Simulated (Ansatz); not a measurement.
Cost and result for the atomization energy of CH$_{5}$AlBClO (`[CH3][Al]([Cl])[BH]O`) (10 atoms, 9 bonds).

```xyz
10

C     1.239    0.092    1.546
Al   -0.076   -0.649    0.316
Cl   -0.518   -2.707    0.593
B    -1.182    0.316   -1.247
O    -0.531    0.637   -2.393
H     2.170   -0.483    1.505
H     1.476    1.138    1.336
H     0.877    0.027    2.577
H    -2.360    0.581   -1.175
H    -1.094    1.048   -3.058
```

Charge 0, multiplicity 1. Geometry: relaxed with PBE0-D4/def2-TZVP. It is one conformer, not always the lowest. Program: Ansatz. All runs use 4 threads of an Arm Neoverse V1 on a shared host. Times are those of one run each, without the atoms' runs, and a repeat can differ threefold. Electronic energies, without spin–orbit coupling; frozen cores. CCSD(T)/CBS adds CCSD(T) − MP2 in def2-TZVPP to the MP2 limit, and its time is that of the two runs behind it. T1 = 0.012. B3LYP takes the VWN-RPA correlation (the form of Gaussian; ORCA's B3LYP/G).

CCSD(T)/CBS is a level of theory with its own doubt, some kJ/mol a heavy atom from the limit and from the frozen cores, so smaller differences don't rank the functionals.

```json
{"level": "PBE-D4/def2-TZVPP (with forces)", "functions": "247", "wall time": "2.2 s"}
{"level": "PBE0-D4/def2-TZVPP", "functions": "247", "wall time": "2.7 s"}
{"level": "B3LYP-D4/def2-TZVPP (with forces)", "functions": "247", "wall time": "4.1 s"}
{"level": "r2SCAN-D4/def2-TZVPP (with forces)", "functions": "247", "wall time": "4.3 s"}
{"level": "B2PLYP/def2-TZVPP", "functions": "247", "wall time": "4.6 s"}
{"level": "ωB97X-V/def2-TZVPP", "functions": "247", "wall time": "7.5 s"}
{"level": "ωB97M-V/def2-TZVPP (with forces)", "functions": "247", "wall time": "10 s"}
{"level": "MP2/def2-QZVPP", "functions": "461", "wall time": "16 s"}
{"level": "CCSD(T)/def2-TZVPP", "functions": "247", "wall time": "96 s"}
{"level": "CCSD(T)/CBS(def2)", "functions": "–", "wall time": "110 s"}
```

Task: What atomization energy does each give, and how far from CCSD(T)/CBS? (Best estimate.)

Result: Ansatz gave: 
```tsv
level	atomization (kcal/mol)	difference from CCSD(T)/CBS	per bond
PBE-D4/def2-TZVPP (with forces)	879.5	12.4	1.4
PBE0-D4/def2-TZVPP	867.3	0.2	0.0
B3LYP-D4/def2-TZVPP (with forces)	864.7	-2.4	-0.3
r2SCAN-D4/def2-TZVPP (with forces)	873.2	6.1	0.7
B2PLYP/def2-TZVPP	858.0	-9.1	-1.0
ωB97X-V/def2-TZVPP	869.2	2.1	0.2
ωB97M-V/def2-TZVPP (with forces)	871.0	3.9	0.4
MP2/def2-QZVPP	875.9	8.8	1.0
CCSD(T)/def2-TZVPP	845.2	-21.9	-2.4
CCSD(T)/CBS(def2)	867.1	0.0	0.0
```

The D4 term adds +6.9 kcal/mol with B3LYP and +3.7 kcal/mol with PBE0; it sums over pairs of atoms, weighted by their polarisabilities, and B3LYP, whose exchange is more repulsive, gets the larger term. In def2-TZVPP, CCSD(T) changes the Hartree–Fock value by +189.3 kcal/mol (the triples alone add +11.8 kcal/mol) and MP2 by +207.0 kcal/mol; breaking electron pairs costs correlation energy, which Hartree–Fock lacks. From PBE to PBE0 (25 % exact exchange), in def2-TZVPP and without D4, the atomization energy moves by −11.6 kcal/mol: exact exchange takes away binding that semilocal exchange gives to molecules.
